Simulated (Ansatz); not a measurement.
The cluster Hf2P2. Charge 0, multiplicity 1. Geometry relaxed at PBE-D4/def2-SVP.

Cartesian coordinates in Å:
```
Hf 0.216 1.109 -0.882
Hf 0.038 -1.431 0.069
P -1.832 0.091 -0.099
P 1.578 0.231 0.912
```

In the def2 sets Hf takes a core potential; there is no spin–orbit coupling. The restricted singlet is unstable towards broken spin symmetry at other levels; at PBE-D4/def2-SVP this wasn't settled. The geometry of the singlet was relaxed on an unsound state (restricted singlet, unstable towards broken spin symmetry at other levels and untested here). The structure comes from a short search, and lower isomers may exist.

(1) Estimate the harmonic wavenumbers at RKS PBE-D4/def2-SVP (Ansatz, unscaled). Is this a minimum?

Results:

(1) 153, 170, 231, 313, 406, 410 cm⁻¹. Yes, no mode is imaginary beyond noise. Zero-point energy 10.1 kJ/mol. Hardware: 4 threads of Arm Neoverse N1 on a shared host. Wall time 16 s.
